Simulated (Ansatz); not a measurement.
A nudged elastic band was laid between two geometries of C$_{2}$H$_{7}$FN$_{2}$Si (13 atoms, charge 0, multiplicity 1).

These are results of Ansatz 0.2.0, RKS BLYP-D4/6-31G*, not measurements.

* movable images: 7
* climbing image: yes
* spring: 5.0 eV/Å²
* optimiser: quadratic models (default)
* start path: through a guess of the saddle point
* force threshold: 0.05 eV/Å
* iteration limit: 45
* end points: relaxed

Initial state:

```xyz
13
Properties=species:S:1:pos:R:3
C 0.534 -1.829 0.850
C 0.393 -0.412 0.331
F 1.073 0.455 1.278
N 0.740 -0.115 -1.050
Si -0.798 0.587 -0.722
N -1.021 2.267 -0.406
H 1.603 -2.116 0.885
H 0.004 -2.534 0.192
H 0.124 -1.913 1.869
H 1.699 -0.027 -1.399
H -1.961 0.135 -1.539
H -1.914 2.728 -0.572
H -0.454 2.739 0.299
```

Final state:

```xyz
13
Properties=species:S:1:pos:R:3
C 0.546 -1.807 0.856
C 0.388 -0.403 0.308
F 1.078 0.489 1.225
N 0.706 -0.135 -1.085
Si -0.843 0.559 -0.720
N -1.174 2.171 -0.198
H 1.616 -2.085 0.882
H 0.012 -2.528 0.218
H 0.148 -1.873 1.881
H 1.663 0.004 -1.424
H -1.979 0.109 -1.570
H -1.625 2.853 -0.809
H -0.517 2.610 0.450
```

Task: What changes between the two ends?

Result: No bond is made or broken. The height of N6 over the plane of its neighbours goes from 0.15 to -0.20 Å.

Task: Give the energies along the band, and the barrier.

Result: The run converged. The highest image is number 3 of 0 to 8, 0.0 kcal/mol above the first end and 0.2 kcal/mol above the last; the last end lies 0.2 kcal/mol below the first. A structure lower than the first end lies on the path between it and the top, so the climb from that side starts below the end, which may itself be a saddle point or a shallow side well. The top lies less than 8 meV above the higher end, about what the thresholds resolve: that end is a shoulder or a very shallow well. A vibrational analysis at the climbing image gives one clearly imaginary mode, 134i cm⁻¹: a first-order saddle point.

| image | path coordinate (Å) | energy (kcal/mol) | height of N6 over the plane of its neighbours (Å) |
| --- | --- | --- | --- |
| 0 | 0.00 | 0.0 | 0.15 |
| 1 | 0.26 | 0.0 | -0.05 |
| 2 | 0.52 | -0.1 | -0.20 |
| 3 | 0.79 | 0.0 | -0.03 |
| 4 | 0.85 | -0.1 | -0.08 |
| 5 | 0.91 | -0.1 | -0.13 |
| 6 | 0.97 | -0.2 | -0.16 |
| 7 | 1.03 | -0.2 | -0.18 |
| 8 | 1.09 | -0.2 | -0.20 |

Task: What is the geometry of the highest image?

Result: 
```xyz
13
Properties=species:S:1:pos:R:3
C 0.551 -1.823 0.858
C 0.386 -0.421 0.312
F 1.088 0.472 1.221
N 0.707 -0.153 -1.086
Si -0.824 0.569 -0.716
N -1.084 2.211 -0.281
H 1.621 -2.103 0.870
H 0.007 -2.545 0.230
H 0.168 -1.886 1.889
H 1.666 -0.001 -1.412
H -1.987 0.142 -1.543
H -1.797 2.801 -0.704
H -0.481 2.701 0.377
```

Time of the run: 7.6 min on 2 threads of Intel(R) Xeon(R) Platinum 8259CL CPU @ 2.50GHz (Skylake/Cascade Lake), on a shared host, peak memory 0.18 GiB.
